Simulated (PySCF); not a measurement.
PySCF job for C3H6O3, SMILES O(C(OC)=O)C, PBE0-D3(BJ)/def2-SVP. Geometry optimised at PBE0-D3(BJ)/def2-SVP.

```python
import numpy as np
from pyscf import gto, scf, dft
from pyscf.hessian import thermo

mol = gto.M(
    atom='''
    C     2.31452903   -0.00000000   -0.01823723
    O     1.07760643   -0.00000000   -0.70511281
    C    -0.00000000    0.00000000    0.07089797
    O    -0.00000000   -0.00000000    1.27321785
    O    -1.07760642   -0.00000000   -0.70511280
    C    -2.31452903   -0.00000000   -0.01823724
    H     2.41291510   -0.89237531    0.61764735
    H     3.09241630    0.00000000   -0.79053415
    H     2.41291510    0.89237532    0.61764736
    H    -3.09241629    0.00000000   -0.79053414
    H    -2.41291510    0.89237532    0.61764736
    H    -2.41291510   -0.89237531    0.61764736
    ''',
    basis='def2-SVP',
    charge=0,
    spin=0,
    max_memory=1600,
    verbose=3,
)
mf = dft.RKS(mol, xc='pbe0').density_fit(auxbasis='def2-universal-jkfit')
mf.disp = 'd3bj'
mf.grids.level = 3
mf.conv_tol = 1e-11
mf.max_cycle = 100
mf.kernel()

# [left out here: the lines that compute and print the analytic Hessian (its translational invariance restored by hand, since the grid's response is missing), thermochemistry and intensities]
```

Program output:

```
[...]
       3   O                 0.00 -0.00  0.13   -0.01  0.00  0.00   -0.00  0.00  0.00
       4   O                -0.02  0.00 -0.11    0.09  0.00 -0.06    0.00 -0.04  0.00
       5   C                -0.06  0.00 -0.00   -0.12 -0.00  0.07   -0.00  0.09 -0.00
       6   H                -0.09  0.01  0.04   -0.11  0.01 -0.05    0.32  0.11  0.23
       7   H                 0.23 -0.00  0.17   -0.09 -0.00 -0.03   -0.00  0.21 -0.00
       8   H                -0.09 -0.01  0.04   -0.11 -0.01 -0.05   -0.32  0.11 -0.23
       9   H                -0.23  0.00  0.17   -0.09 -0.00  0.03   -0.00 -0.21  0.00
      10   H                 0.09 -0.01  0.04   -0.11  0.01  0.05   -0.32 -0.11  0.23
      11   H                 0.09  0.01  0.04   -0.11 -0.01  0.05    0.32 -0.11 -0.23
Mode                                12                  13                  14
Irrep
Freq [cm^-1]                     1181.6826           1195.3698           1201.9227
Reduced mass [au]                   1.2947              2.2632              1.4364
Force const [Dyne/A]                1.0652              1.9054              1.2226
Char temp [K]                    1700.1782           1719.8710           1729.2992
Normal mode                   x     y     z       x     y     z       x     y     z
       0   C                -0.00 -0.09  0.00    0.03  0.00  0.10   -0.05  0.00  0.08
       1   O                -0.00  0.04 -0.00   -0.08 -0.00 -0.07    0.02 -0.00 -0.05
       2   C                 0.00 -0.01  0.00    0.00  0.00  0.00    0.03  0.00 -0.00
       3   O                -0.00  0.00  0.00   -0.00 -0.00  0.01   -0.01  0.00 -0.00
       4   O                 0.00  0.04 -0.00    0.08 -0.00 -0.07    0.02  0.00  0.05
       5   C                -0.00 -0.09  0.00   -0.03  0.00  0.10   -0.05 -0.00 -0.08
       6   H                 0.31  0.11  0.24    0.24 -0.06 -0.03    0.26 -0.08 -0.08
       7   H                -0.00  0.21 -0.00   -0.23 -0.00 -0.16   -0.35 -0.00 -0.22
       8   H                -0.31  0.11 -0.24    0.24  0.06 -0.03    0.26  0.08 -0.08
       9   H                 0.00  0.21 -0.00    0.23 -0.00 -0.16   -0.35  0.00  0.22
      10   H                 0.31  0.11 -0.24   -0.24  0.06 -0.03    0.26 -0.08  0.08
      11   H                -0.31  0.11  0.24   -0.24 -0.06 -0.03    0.26  0.08  0.08
Mode                                15                  16                  17
Irrep
Freq [cm^-1]                     1259.2582           1376.0702           1452.5404
Reduced mass [au]                   3.8306              2.7035              1.1340
Force const [Dyne/A]                3.5789              3.0162              1.4097
Char temp [K]                    1811.7922           1979.8587           2089.8822
Normal mode                   x     y     z       x     y     z       x     y     z
       0   C                -0.09  0.00  0.01    0.05 -0.00  0.03    0.06  0.00  0.01
       1   O                 0.12 -0.00 -0.03   -0.06  0.00  0.02    0.02  0.00 -0.00
       2   C                 0.00  0.00  0.02    0.19 -0.00  0.00   -0.00 -0.00 -0.02
       3   O                -0.00  0.00  0.06   -0.02 -0.00 -0.00    0.00  0.00  0.03
       4   O                -0.12 -0.00 -0.03   -0.06  0.00 -0.02   -0.02 -0.00 -0.00
       5   C                 0.09  0.00  0.01    0.05 -0.00 -0.03   -0.06 -0.00  0.01
       6   H                 0.13 -0.05 -0.09   -0.20 -0.04 -0.00   -0.30  0.02  0.10
       7   H                -0.20 -0.00 -0.10   -0.19  0.00 -0.20   -0.33 -0.00 -0.37
       8   H                 0.13  0.05 -0.09   -0.20  0.04 -0.00   -0.30 -0.02  0.10
       9   H                 0.20 -0.00 -0.10   -0.19  0.00  0.20    0.33  0.00 -0.37
      10   H                -0.13  0.05 -0.09   -0.20 -0.04  0.00    0.30 -0.02  0.10
      11   H                -0.13 -0.05 -0.09   -0.20  0.04  0.00    0.30  0.02  0.10
Mode                                18                  19                  20
Irrep
Freq [cm^-1]                     1458.2723           1458.7558           1471.6446
Reduced mass [au]                   1.0386              1.0378              1.0767
Force const [Dyne/A]                1.3013              1.3011              1.3738
Char temp [K]                    2098.1291           2098.8249           2117.3690
Normal mode                   x     y     z       x     y     z       x     y     z
       0   C                 0.00 -0.03  0.00   -0.00 -0.03  0.00    0.01 -0.00 -0.03
       1   O                 0.00 -0.01  0.00   -0.00 -0.01  0.00    0.02 -0.00 -0.02
       2   C                -0.00 -0.00 -0.00    0.00 -0.00  0.00   -0.04 -0.00 -0.00
       3   O                 0.00  0.00  0.00    0.00  0.00 -0.00   -0.00  0.00 -0.00
       4   O                -0.00  0.01  0.00   -0.00 -0.01 -0.00    0.02 -0.00  0.02
       5   C                -0.00  0.03  0.00   -0.00 -0.03 -0.00    0.01 -0.00  0.03
       6   H                -0.32  0.03  0.13   -0.32  0.03  0.12   -0.03  0.25  0.34
       7   H                -0.00  0.50 -0.00    0.00  0.49  0.00   -0.21  0.00 -0.24
       8   H                 0.32  0.03 -0.13    0.32  0.03 -0.12   -0.03 -0.25  0.34
       9   H                 0.00 -0.49 -0.00    0.00  0.49 -0.00   -0.21  0.00  0.24
      10   H                 0.32 -0.03  0.13   -0.32  0.03 -0.12   -0.03  0.25 -0.34
      11   H                -0.32 -0.03 -0.13    0.32  0.03  0.12   -0.03 -0.25 -0.34
Mode                                21                  22                  23
Irrep
Freq [cm^-1]                     1480.0479           1502.1265           1894.5635
Reduced mass [au]                   1.0654              1.6365             11.4971
Force const [Dyne/A]                1.3750              2.1755             24.3140
Char temp [K]                    2129.4595           2161.2256           2725.8551
Normal mode                   x     y     z       x     y     z       x     y     z
       0   C                -0.02 -0.00 -0.04    0.05 -0.00  0.02    0.01 -0.00  0.00
       1   O                 0.00 -0.00 -0.01    0.06  0.00 -0.01    0.01  0.00 -0.02
       2   C                 0.00 -0.00  0.00   -0.14  0.00  0.00   -0.00  0.00  0.23
       3   O                -0.00  0.00  0.00    0.01 -0.00  0.00    0.00  0.00 -0.14
       4   O                -0.00  0.00 -0.01    0.06  0.00  0.01   -0.01 -0.00 -0.02
       5   C                 0.02  0.00 -0.04    0.05 -0.00 -0.02   -0.01  0.00  0.00
       6   H                 0.16  0.28  0.35   -0.27 -0.14 -0.13   -0.04 -0.01  0.01
       7   H                -0.05  0.00 -0.05   -0.17 -0.00 -0.20   -0.04  0.00 -0.04
       8   H                 0.16 -0.28  0.35   -0.27  0.14 -0.13   -0.04  0.01  0.01
       9   H                 0.05 -0.00 -0.05   -0.17 -0.00  0.20    0.04  0.00 -0.04
      10   H                -0.16 -0.28  0.35   -0.27 -0.14  0.13    0.04  0.01  0.01
      11   H                -0.16  0.28  0.35   -0.27  0.14  0.13    0.04 -0.01  0.01
Mode                                24                  25                  26
Irrep
Freq [cm^-1]                     3066.1832           3067.0931           3161.9726
Reduced mass [au]                   1.0326              1.0330              1.1078
Force const [Dyne/A]                5.7199              5.7251              6.5258
Char temp [K]                    4411.5549           4412.8641           4549.3745
Normal mode                   x     y     z       x     y     z       x     y     z
       0   C                 0.02  0.00  0.02   -0.02 -0.00 -0.02   -0.00  0.06 -0.00
       1   O                 0.00 -0.00  0.00   -0.00  0.00  0.00   -0.00 -0.00  0.00
       2   C                -0.00 -0.00  0.00   -0.00  0.00 -0.00    0.00 -0.00 -0.00
       3   O                 0.00  0.00 -0.00    0.00 -0.00  0.00   -0.00 -0.00  0.00
       4   O                 0.00 -0.00 -0.00    0.00  0.00  0.00    0.00  0.00 -0.00
       5   C                 0.02  0.00 -0.02    0.02  0.00 -0.02    0.00 -0.06  0.00
       6   H                -0.03  0.36 -0.25    0.04 -0.36  0.25    0.03 -0.38  0.28
       7   H                -0.22  0.00  0.22    0.22 -0.00 -0.22    0.00  0.01 -0.00
       8   H                -0.03 -0.36 -0.25    0.04  0.36  0.25   -0.03 -0.38 -0.28
       9   H                -0.22  0.00 -0.22   -0.22  0.00 -0.22   -0.00 -0.01 -0.00
      10   H                -0.03  0.36  0.25   -0.04  0.36  0.25   -0.03  0.38  0.28
      11   H                -0.03 -0.36  0.25   -0.04 -0.36  0.25    0.03  0.38 -0.28
Mode                                27                  28                  29
Irrep
Freq [cm^-1]                     3162.4536           3204.2778           3204.4596
Reduced mass [au]                   1.1079              1.1077              1.1078
Force const [Dyne/A]                6.5284              6.7009              6.7020
Char temp [K]                    4550.0666           4610.2423           4610.5039
Normal mode                   x     y     z       x     y     z       x     y     z
       0   C                 0.00 -0.06  0.00    0.03  0.00 -0.05   -0.03 -0.00  0.05
       1   O                 0.00  0.00  0.00   -0.00  0.00  0.00    0.00  0.00 -0.00
       2   C                -0.00  0.00  0.00   -0.00 -0.00  0.00    0.00 -0.00  0.00
       3   O                -0.00  0.00 -0.00    0.00 -0.00 -0.00   -0.00 -0.00 -0.00
       4   O                 0.00  0.00 -0.00   -0.00 -0.00 -0.00   -0.00  0.00 -0.00
       5   C                 0.00 -0.06  0.00    0.03  0.00  0.05    0.03  0.00  0.05
       6   H                -0.03  0.38 -0.28    0.02 -0.17  0.11   -0.02  0.17 -0.11
       7   H                -0.00 -0.01  0.00   -0.42  0.00  0.43    0.42 -0.00 -0.43
       8   H                 0.03  0.38  0.28    0.02  0.17  0.11   -0.02 -0.17 -0.11
       9   H                -0.00 -0.01 -0.00   -0.42  0.00 -0.43   -0.42  0.00 -0.43
      10   H                -0.03  0.38  0.28    0.02 -0.17 -0.11    0.02 -0.17 -0.11
      11   H                 0.03  0.38 -0.28    0.02  0.17 -0.11    0.02  0.17 -0.11
temperature 298.1500 [K]
pressure 101325.00 [Pa]
Rotational constants [GHz] 10.54780 2.38601 1.99518
Symmetry number 2
Zero-point energy (ZPE) 0.09620 [Eh]   252561.679 [J/mol]
                           tot       elec      trans        rot        vib
Entropy [J/mol/K]       336.470      0.000    164.877    104.118     67.475
Cv [J/mol/K]             91.730      0.000     12.472     12.472     66.786
Cp [J/mol/K]            100.044      0.000     20.786     12.472     66.786
Internal energy [J/mol]                      3718.434   3718.434 263336.307
Internal energy [Eh]   -342.88054  -342.98367
Enthalpy [J/mol]                             6197.391   3718.434 263336.307
Enthalpy [Eh]          -342.87960
Gibbs free energy [J/mol]                  -42960.644 -27324.403 243218.706
Gibbs free energy [Eh] -342.91781
mode   freq/cm-1   IR/(km/mol)
   1      103.31         0.000
   2      112.87         3.055
   3      130.72         7.395
   4      208.88         0.000
   5      238.30         6.461
   6      350.41        27.265
   7      532.34         1.120
   8      717.59         0.067
   9      813.63        32.836
  10      967.80        27.169
  11     1072.24        61.540
  12     1178.23         0.000
  13     1181.68         1.074
  14     1195.37         8.832
  15     1201.92         8.335
  16     1259.26         0.041
  17     1376.07       688.705
  18     1452.54         2.023
  19     1458.27         0.000
  20     1458.76        19.868
  21     1471.64        92.605
  22     1480.05        13.921
  23     1502.13       207.065
  24     1894.56       319.869
  25     3066.18        53.222
  26     3067.09         4.527
  27     3161.97         0.000
  28     3162.45        28.874
  29     3204.28         7.374
  30     3204.46        10.343
max |gradient| / (hartree/bohr): 4.695419048844215e-05
APT charges: [ 0.4807 -0.8887  1.5777 -0.7473 -0.8887  0.4807 -0.0092  0.0112 -0.0092
  0.0112 -0.0092 -0.0092]
```

Self-consistency was reached.
